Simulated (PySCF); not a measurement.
ethenyl(ethynyl)silane (C4H6Si), SMILES C#C[SiH2]C=C. Geometry optimised at PBE-D3(BJ)/def2-SVP. One conformer was computed; it need not be the lowest.

**Question.** Give the equilibrium geometry at PBE-D3(BJ)/def2-SVP (PySCF confirms it by a frequency run) as Cartesian coordinates in Å. (An estimate is asked for; the answer gives what the named calculation found.)

**Answer.** One answer among several that fit: 
```xyz
11

C      2.4728     0.4885     1.2120
C      1.5666     0.2630     0.4131
Si     0.1901    -0.0840    -0.7612
C     -1.3583    -0.5963     0.1668
C     -2.5303     0.0614     0.0636
H      3.2727     0.6888     1.9132
H     -0.1079     1.1527    -1.5633
H      0.6482    -1.1783    -1.6879
H     -1.3046    -1.4831     0.8256
H     -2.6415     0.9561    -0.5739
H     -3.4335    -0.2606     0.6106
```
Charge 0, spin multiplicity 1.
